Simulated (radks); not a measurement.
Problem. All-electron atom: Hg4+ in [Xe] 4f14 5d7.75 6p0.25 (fractional occupations, a model configuration). All-electron calculation, Dirac Kohn-Sham, BP86, spin-unpolarised, spherical densities, finite nucleus; open shells fill j = l - 1/2 first; Fermi nuclear charge, rms radius 5.4648 fm. Program: a radial shooting solver on a logarithmic mesh with Libxc functionals. Some entries of the table are withheld. Estimate them.

orbital  occ.  eigenvalue (hartree)  <r^2> (bohr^2)
1s1/2       2             -3052.341       0.0003810
2s1/2       2                   (1)        0.005740
2p1/2       2                   (2)        0.004053
2p3/2       4                   (3)        0.005239
3s1/2       2             -130.1149         0.03725
3p1/2       2             -120.2884         0.03391
3p3/2       4             -104.4305         0.04030
3d3/2       4             -88.08798             (4)
3d5/2       6             -84.69020             (5)
4s1/2       2             -30.10551          0.1800
4p1/2       2             -25.88408          0.1832
4p3/2       4             -22.05439          0.2154
4d3/2       4             -15.13771          0.2263
4d5/2       6             -14.42363          0.2376
5s1/2       2                   (6)          0.9029
4f5/2       6              -5.52465          0.2762
4f7/2       8              -5.37030          0.2840
5p1/2       2              -4.82423           1.044
5p3/2       4              -4.13514           1.247
5d3/2       4              -2.18863           1.974
5d5/2    3.75              -2.10611           2.089
6s1/2       0              -1.70251           4.874
6p1/2    0.25              -1.35019           6.235
6p3/2       0              -1.23962           7.232
5f5/2       0              -0.68192           10.11
5f7/2       0              -0.67940           10.24

Solution. 
(1) 2s1/2 eigenvalue (hartree): -542.1489
(2) 2p1/2 eigenvalue (hartree): -520.4345
(3) 2p3/2 eigenvalue (hartree): -448.8374
(4) 3d3/2 <r^2> (bohr^2): 0.03086
(5) 3d5/2 <r^2> (bohr^2): 0.03259
(6) 5s1/2 eigenvalue (hartree): -6.22918
